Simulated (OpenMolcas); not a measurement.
Computed levels of 4f² in ions with 56 electrons, in cm-1 above ³H₄.

| Property | Result |
| --- | --- |
| Program | OpenMolcas 26.06 |
| Method | SS-CASPT2, IPEA 0.25 Eh, imaginary shift 0.1 Eh |
| Basis | ANO-RCC-VTZP |
| Scalar Hamiltonian | DKH2, point nucleus |
| Spin-orbit coupling | RASSI with atomic mean-field integrals over the reference wave functions, term energies averaged over their components |

Active space for each ion: 2 electrons in 7 orbitals (4f); closed shells correlated by CASPT2: 5s 5p.

```tsv
Level	Ce2+	Nd4+
³H₅	1679	3010
³H₆	3440	6110
³F₂	4400	6490
³F₃	5470	8470
¹D₂	16410	23550
¹I₆	19480	29940
³P₀	20770	29260
³P₁	21250	30180
³P₂	22140	31880
```

Task: Estimate ³H₆, ³F₂, ³F₃ for Pr3+ from its neighbours Ce2+ and Nd4+.

Result: ³H₆ is fine structure, which grows about as the fourth power of a screened charge, so the fourth roots are averaged: ((3440^0.25 + 6110^0.25) / 2)^4 = 4632. The calculation gives 4710, so the estimate is off by -1.7 %; the measured value is 4389 (Martin, Zalubas and Hagan, Atomic Energy Levels: The Rare-Earth Elements, NSRDS-NBS 60 (1978)).
³F₂ is another term, which grows about linearly with the charge: (4400 + 6490) / 2 = 5445. The calculation gives 5440, so the estimate is off by +0.1 %; the measured value is 4997 (Martin, Zalubas and Hagan, Atomic Energy Levels: The Rare-Earth Elements, NSRDS-NBS 60 (1978)).
³F₃ is another term, which grows about linearly with the charge: (5470 + 8470) / 2 = 6970. The calculation gives 6940, so the estimate is off by +0.4 %; the measured value is 6415 (Martin, Zalubas and Hagan, Atomic Energy Levels: The Rare-Earth Elements, NSRDS-NBS 60 (1978)).

CASPT2 breaks the degeneracy within a term, and the mean is taken; among the terms shown or strongly mixed into the levels shown the widest spread is 910 cm-1 (4f² ¹I, Ce2+). Over all roots computed the reference weight is 0.84 to 0.92 in Ce2+; the roots of lowest weight are the least certain, and an intruder state may touch them. Some terms miss by over 15 % even with CASPT2, which points to a basis or an active space too small for the shells correlated. The CASPT2 spread within a term exceeds the gap to the next term for 4f² ¹I and 4f² ³P, so the order of their levels is uncertain (holds for Pr3+). Measured partners are found by configuration, term and J. A level has none where our copy of the source lacks it or the pairing is in doubt (some pairs that miss far off the trend of their configuration count as doubtful), and it then counts in no deviation. Levels of configurations outside the active space are missing.
